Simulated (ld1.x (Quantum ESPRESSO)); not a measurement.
**Before and after: RRKJ potential for lithium (Li)**

- Element: lithium (Li)
- Generator: ld1.x (Quantum ESPRESSO) 7.5
- Type: norm-conserving RRKJ (Kleinman–Bylander form)
- Functional: LDA (PZ)
- Relativity: scalar-relativistic
- Frozen core: [He]
- Valence charge: 1
- Reference configuration: 2s1 2p0
- Partial waves: 2p (bound, empty): rc 4.20 bohr; 3d channel at -0.15 Ry: rc 3.75 bohr; 2s (bound): rc 3.35 bohr
- Local potential: the s channel
- Core correction: a·sin(br)/r model core inside 1.60 bohr

All-electron outer shells of the reference configuration (LDA (PZ), scalar-relativistic, ld1.x):

```json
{"shell": "1s", "level (eV)": "-51.10", "outermost node (bohr)": "–", "outermost maximum (bohr)": "0.36"}
{"shell": "2s", "level (eV)": "-2.88", "outermost node (bohr)": "0.84", "outermost maximum (bohr)": "3.12"}
{"shell": "2p", "level (eV)": "-1.13", "outermost node (bohr)": "–", "outermost maximum (bohr)": "3.91"}
```

Change: functional PBE.

Cutoffs: the cutoffs (Ry, on a coarse ladder) from which the occupation-weighted sum of valence levels, in a spherical-Bessel basis at the reference potential, stays within 10 and 1 mRy of its value at 400 Ry; they do not see the model core or the augmentation charge, which bear on the density cutoff. Errors are all-electron minus pseudo energies relative to the spin-unpolarised reference configuration.

Problem. What does the change do?

Solution. Both files are so soft that the ladder of cutoffs tells neither apart; the number of tests with a reliable result goes from 4 to 2; the range in which the d phases agree narrows (upper end 4.0 → 1.9); neither file shows a bound ghost.

| quantity | base | changed |
| --- | --- | --- |
| cutoff, loose | 6 Ry | 6 Ry |
| cutoff, tight | 6 Ry | 6 Ry |
| bound ghosts | none | none |
| error for 2s0.5 2p0, meV [ΔE 2.04 eV] | +0.4 | +2.0 |
| error for 2s0 2p1, meV [ΔE 1.75 → 1.79 eV] | -8.3 | -11 |
| s: phases at 4.57 bohr within 0.05 rad from the reference energy up to (Ry; the scan ends near 5) | 0.6 | 0.6 |
| p: phases at 4.57 bohr within 0.05 rad from the reference energy up to (Ry; the scan ends near 5) | 0.7 | 0.7 |
| d: phases at 4.57 bohr within 0.05 rad from the reference energy up to (Ry; the scan ends near 5) | 4.0 | 1.9 |
